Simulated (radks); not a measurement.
The numbers below are computed, except where a source is named.
Spin polarisation of the 3p3 shell in the argon ion Ar3+. Start: [Ne] 3s2 3p(up 1.5, down 1.5); electrons of 3p are moved from spin down to spin up, other shells keep equal spins. Level of theory: scalar-relativistic Kohn-Sham, r2SCAN, spin-polarised, spherical densities, finite nucleus; meta-GGA in the generalised Kohn-Sham scheme; Fermi nuclear charge, rms radius of each element as measured or else 0.836 A^(1/3) + 0.57 fm (a radial shooting solver on a logarithmic mesh with Libxc functionals).

moment (Bohr magnetons),E - E(0) (eV),e(3p up) (eV),e(3p down) (eV),3s down minus up (eV)
0,0.000,-50.149,-50.149,0.000
0.75,-0.264,-50.815,-49.405,1.476
1.5,-1.061,-51.411,-48.561,2.979
2.25,-2.413,-51.940,-47.557,4.573
3,-4.362,-52.402,-46.427,6.330

At moment 3 the spin-polarisation energy is -4.362 eV and the 3p exchange splitting 5.975 eV, that is 1.992 eV per Bohr magneton; E = -I m^2/4 would give I = 1.939 eV.
